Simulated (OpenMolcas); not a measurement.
## Ni3+: moving the ligands

Ni3+ with 4 ligands (chloride) in tetrahedral coordination (Td) at 2.23 Å. A charge of +0.25 e stands 2.4 Å behind each ligand. Ligand basis ANO-RCC-VDZP.
```
Ni    0.0000    0.0000    0.0000
Cl    1.2875    1.2875    1.2875
Cl    1.2875   -1.2875   -1.2875
Cl   -1.2875    1.2875   -1.2875
Cl   -1.2875   -1.2875    1.2875
```

| Item | Value |
| --- | --- |
| Program | OpenMolcas |
| Method | CASSCF |
| Basis | ANO-RCC-VDZP [5s4p2d1f] |
| Scalar Hamiltonian | DKH2, point nucleus |
| Active space | 7 electrons in 5 orbitals (3d) |
| State averaging | 2S+1 = 4 even, 10 roots; 2S+1 = 2 even, 40 roots |
| Spin-orbit coupling | RASSI with atomic mean-field integrals over the reference wave functions |

Runs around this geometry, states (labels of Td). Energies in cm-1 above the lowest state or level, χT in cm3 K/mol.

| R (Å) | Ground state | First state of that spin | First gap with spin-orbit (degeneracies) | χT at 300 K | First state of another spin |
| --- | --- | --- | --- | --- | --- |
| 2.16 | 4A2 | 4T2 4562 | 4372 (4, 4) | 2.584 | 2T1 19087 |
| 2.23 | 4A2 | 4T2 3956 | 3762 (4, 4) | 2.705 | 2S+1 = 2: 19377 |
| 2.35 | 4A2 | 4T2 3116 | 2924 (4, 4) | 2.930 | 2S+1 = 2: 19631 |

Taking the first state of the same spin as R^-n, n = -ln(3116 / 4562) / ln(2.35 / 2.16) = 4.5 between the shortest and longest distance.

Without dynamic correlation the repulsion within the d shell is too large (B by tens of per cent), so at a given field states of lower spin stand too high. Ligand-to-metal charge-transfer states are missing. With no ligand orbital active B as a rule stays too high, so bands that hang on it stand too high and its fall with covalency is understated. With metal d orbitals alone and no dynamic correlation the field as a rule comes out too small, by tens of per cent, by up to half for chloride and softer ligands, and the orbital part of g and χT, which goes as 1/10Dq, too large. The least metal-like active orbital is 84 % on the metal (Löwdin) and no ligand orbital is active, so the numbers are rough (holds for R = 2.16). No measured value stands beside these numbers; the geometry is a model, was not optimised and need not be the one that this ion takes.

A state without a sure symmetry label is named by its multiplicity alone.
